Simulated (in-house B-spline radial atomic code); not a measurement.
## Response and correlation of Ga¹³⁺

Closed shell [Ne] 3s2 3p6. Computed with an all-electron radial atomic-structure program (B-spline basis): Dirac-Hartree-Fock, relativistic RPA (time-dependent Dirac-Hartree-Fock) for the response and second-order many-body perturbation theory for correlation, no-pair Dirac-Coulomb Hamiltonian, finite nucleus.

Command:
```bash
python run_mb.py task.json out
```
Settings (nuclear radius in fm, box in bohr, cutoff in hartree):
```
basis_form          2
Z                   31
core_configuration  [Ne] 3s2 3p6
rms_radius          3.9973
mass_number         69
speed_of_light      137.036
box_radius          5.449
lmax                7
intervals           60
virtual_cutoff      24025.0
```

Run time, properties included: 1.8 s on 1 thread of Arm Neoverse V1, with other jobs on the host.

```
multipole (bohr³, bohr⁵, bohr⁷)  uncoupled  coupled RPA
                         dipole    0.20855            ?
                     quadrupole   0.053634     0.058607
                       octupole   0.038569     0.046902
```

Q: What is the coupled dipole polarisability?

A: 0.18992 atomic units, -9 % against the uncoupled value.

Q: Which subshells carry the dipole polarisability?

A: 3p3/2 66.5 %, 3p1/2 30.9 %, 3s1/2 2.4 %.

Q: What does the dipole shielding factor come to?

A: The dipole shielding factor is 0.581, against the exact N/Z = 18/31 = 0.581 of the non-relativistic theorem.

Dipole polarisability at imaginary frequency:

```
u (Eh)  α(iu) (bohr³)
     0         0.1899
  2.62         0.1346
  7.86        0.05054
  15.7        0.02136
  26.2        0.01057
  52.4       0.003798
   105       0.001217
   262      0.0002304
```

Q: What dispersion coefficients follow for two such ions (the dispersion part alone)?

A: C6 = (3/π)∫α(iu)²du = 0.1213 hartree·bohr⁶ and C8 = 0.2547 hartree·bohr⁸.

Lowest J = 1 odd-parity excitations:

```tsv
energy (eV)	oscillator strength	leading channel	weight
69.505	0.000561	3p3/2 → d3/2	0.665
80.028	0.0187	3p1/2 → d3/2	0.492
99.495	2.08	3p3/2 → d5/2	0.505
227.36	0.188	3p3/2 → s1/2	0.959
232.24	0.195	3p1/2 → s1/2	0.957
272.89	0.0298	3p3/2 → d3/2	0.611
275.6	0.872	3p3/2 → d5/2	0.645
280.54	0.339	3p1/2 → d3/2	0.954
```

Second-order correlation energy by the highest angular momentum of the excited pair (hartree): s -0.02041, p -0.1663, d -0.4918, f -0.1232, g -0.04862, h -0.01811, i -0.00828, k -0.004303.

Q: What is the second-order correlation energy at the partial-wave limit?

A: The listed waves sum to -0.881 hartree; extrapolating the increments as (l + 1/2)⁻⁴ gives -0.88979 hartree, -1.35 eV per electron.
